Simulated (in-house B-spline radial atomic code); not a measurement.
Results of a calculation; reference values are marked as such.
# S in an electron gas of r_s = 2.4: phase shifts, screening, friction and resistivity

A nucleus sits in a uniform electron gas with a rigid positive background. The Kohn-Sham equations are solved self-consistently in the spin-unpolarised LDA (PW92), non-relativistic, on B-splines with outgoing waves at the boundary and partial waves to l = 8. The model has no lattice, no bands and no magnetic solution. Atomic units; δ_l are the phase shifts at the Fermi level, counted so that each bound state adds π, and good to about 0.0005.

The density parameter is r_s = 2.4 bohr, near that of the valence electrons of In (3 per atom, density 7.31 g/cm³, mass 114.82 u, which gives r_s = 2.41).

```json
{"l": "0", "δ_l (rad)": "7.7746"}
{"l": "1", "δ_l (rad)": "5.1632"}
{"l": "2", "δ_l (rad)": "0.3243"}
{"l": "3", "δ_l (rad)": "0.0303"}
{"l": "4", "δ_l (rad)": "0.0036"}
{"l": "5", "δ_l (rad)": "0.0008"}
{"l": "6", "δ_l (rad)": "0.0002"}
{"l": "7", "δ_l (rad)": "0.0003"}
{"l": "8", "δ_l (rad)": "0.0002"}
```

Bound levels below the band bottom (hartree): s -87.3, s -7.251, p -5.299, s -0.2918.

Problem. Check the Friedel sum rule, and say where the screening charge sits.

Solution. k_F = (9π/4)^(1/3)/r_s = 0.79965. The rule is Z = (2/π) Σ (2l + 1) δ_l. The terms are s 4.949, p 9.861, d 1.032, f 0.135 and 0.033 beyond, in all 16.011 against Z = 16. Bound states hold 6 s, 6 p, 0 d electrons, so the scattering states carry 4.01 in all; where a term is smaller than its bound count, the bound level has drawn weight out of the band.

Problem. Find the transport cross section and the electronic stopping of a 1 keV S ion (mass 32.06 u).

Solution. σ_tr = (4π/k_F²) Σ (l + 1) sin²(δ_l − δ_(l+1)). The terms for l = 0 to 3 are 0.2557, 1.9682, 0.2519, 0.0029, all together 2.4787, so σ_tr = 19.652 × 2.4787 = 48.712 bohr². With n = 3/(4π r_s³) = 0.01727, the friction coefficient is Q = n k_F σ_tr = 0.6727. For v well below v_F = 0.800, dE/dx = Q v; with 24801 eV per u at v = 1, v = √(1000/(24801 × 32.06)) = 0.0355, so dE/dx = 0.02386 hartree/bohr = 12.3 eV/nm. The largest term couples the p and d waves.

Problem. What residual resistivity would 1 atomic per cent of such centres give in In?

Solution. Δρ = k_F n_i σ_tr/n in atomic units of 21.74 μΩ·cm. With one host atom per 3 electrons, n_i/n = 0.01/3, so Δρ = 0.7996 × 0.00333 × 48.712 × 21.74 = 2.82 μΩ·cm. This is an atom added to the gas, as on an interstitial site.

Problem. On a substitutional site the background of one host ion, a sphere holding 3 charges, is taken out. The phase shifts for l = 0 to 4 become 7.4159, 4.6734, -0.1193, -0.0450, -0.0091. What follows?

Solution. The Friedel sum is now 13.01, for Z − 3 = 13. The sum in σ_tr is 2.1601, so σ_tr = 42.45 bohr² and Δρ = 2.46 μΩ·cm per atomic per cent, 0.87 times the value above. A real host ion scatters too, so this model doesn't give zero even for the host's own atom.
